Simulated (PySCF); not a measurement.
**Field gradients at the hydrogen positions**

C6H12FNSi.
Geometry (GFN2-xTB, Å), atoms numbered from 1 in this order:
```
atom  x, y, z in Å
C1    -1.9660   -0.7446   -0.9734
C2    -1.3574   -0.2506    0.3343
C3    -2.2464    0.8256    0.9554
C4     0.0537    0.3051    0.1162
Si5    1.3008   -0.9161   -0.6189
C6     3.0474   -0.0772   -0.4360
F7     3.3209    0.0608    0.9177
C8     3.0624    1.2007   -1.0845
N9     3.0108    2.2107   -1.6199
H10   -1.9694    0.0519   -1.7140
H11   -1.3993   -1.5828   -1.3715
H12   -2.9919   -1.0698   -0.8157
H13   -1.2970   -1.0954    1.0292
H14   -3.2458    0.4383    1.1402
H15   -1.8331    1.1691    1.9009
H16   -2.3279    1.6799    0.2864
H17    0.4364    0.6632    1.0770
H18   -0.0126    1.1855   -0.5308
H19    1.4093   -2.1654    0.1377
H20    1.1545   -1.1667   -2.0560
H21    3.8416   -0.7053   -0.8518
```

Level: PBE0/pcSseg-1 (PySCF, non-relativistic); Q(2H) = 0.00286 b; rigid geometry, the same for H and D, with no vibrational averaging.

Question: Rank these positions by the coupling χzz of a deuteron there, largest first.
A. H14 (methyl hydrogen)
B. H21 (methine hydrogen)
C. H19 (Si–H hydrogen)
D. H17 (methylene hydrogen)

Answer: A (212 kHz), D (204 kHz), B (195 kHz), C (108 kHz).

Q: Tabulate Vzz, the asymmetry η and χzz = 234.96 MHz × Q × Vzz for every hydrogen position.

A: 
```
atom  bonded to  bond length (Å)  Vzz (au)     η  χzz (kHz)
 H10         C1            1.088    0.3140  0.02        211
 H11         C1            1.087    0.3169  0.04        213
 H12         C1            1.088    0.3150  0.02        212
 H13         C2            1.096    0.2946  0.01        198
 H14         C3            1.088    0.3156  0.02        212
 H15         C3            1.088    0.3153  0.02        212
 H16         C3            1.088    0.3134  0.02        211
 H17         C4            1.094    0.3030  0.03        204
 H18         C4            1.095    0.3022  0.03        203
 H19        Si5            1.465    0.1605  0.02        108
 H20        Si5            1.466    0.1586  0.02        107
 H21         C6            1.095    0.2902  0.09        195
```

Q: Average by the element that carries the hydrogen.

A: on C: 207 kHz over 10 positions, mean bond length 1.091 Å; on Si: 107 kHz over 2 positions, mean bond length 1.465 Å.

Q: How does χzz go with the bond length over the 10 C–H bonds?

A: A straight-line fit has a slope of -16.7 kHz for each 0.01 Å, with a correlation coefficient of -0.94, over lengths from 1.087 to 1.096 Å. The longer bonds have the smaller couplings here.

The structure is a single GFN2-xTB conformer in the gas phase; no vibrational or solvent corrections. GFN2-xTB bond lengths can be off by several hundredths of an ångström, more for odd bonds, and the gradients follow them. These gradients aren't converged with respect to the basis.
